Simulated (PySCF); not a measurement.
**Basis and Hamiltonian dependence of the excitation energy of V⁺**

V⁺ [Ar] 3d4 (5D) → V⁺ [Ar] 3d3 4s1 (5F). All values are computed (PySCF 2.14, energy differences of UHF-based or UKS calculations, no spin-orbit coupling). Values in eV.

```csv
basis,Hamiltonian,functions,UHF,PBE,PBE0,MP2 (valence),CCSD(T) (valence),CCSD(T) (valence and next inner shell)
ANO-RCC-VTZP,spin-free X2C,59,-0.428,0.573,0.471,0.081,0.122,0.243
aug-cc-pVDZ-DK,spin-free X2C,59,-0.430,0.519,0.430,0.028,n/a,n/a
x2c-TZVPPall,spin-free X2C,64,-0.439,0.519,0.427,0.044,0.087,0.196
def2-TZVPPD,non-relativistic,67,-0.221,0.744,0.656,0.264,0.307,0.421
"x2c-TZVPPall with one added diffuse shell each of s, p, d, f type",spin-free X2C,80,-0.440,0.518,0.426,0.043,0.084,0.193
def2-QZVPPD,non-relativistic,93,-0.236,0.732,0.644,0.267,0.302,0.437
aug-cc-pVTZ-DK,spin-free X2C,93,-0.442,0.498,0.410,0.038,0.075,n/a
aug-cc-pVTZ,non-relativistic,93,-0.224,0.720,0.637,0.260,0.296,n/a
dyall-av2z,spin-free X2C,101,-0.440,n/a,n/a,0.022,0.067,n/a
dyall-av2z,non-relativistic,101,-0.223,0.743,0.652,0.240,0.285,n/a
"x2c-QZVPPall with one added diffuse shell each of s, p, d, f, g type",spin-free X2C,121,-0.454,0.513,0.419,0.046,n/a,n/a
aug-cc-pwCVTZ,non-relativistic,127,-0.231,0.728,0.641,0.276,n/a,n/a
aug-cc-pwCVTZ-DK,spin-free X2C,127,-0.450,0.505,0.415,0.054,n/a,n/a
aug-cc-pVQZ-DK,spin-free X2C,140,-0.451,0.496,0.409,0.055,n/a,n/a
```

Frozen in the all-electron rows: valence and next inner shell: [Ne]; valence: [Ar].

Non-relativistic rows lack the scalar-relativistic shift.

Reference for a calculation without spin-orbit coupling: 0.337 eV (measured, between term centres; NIST).
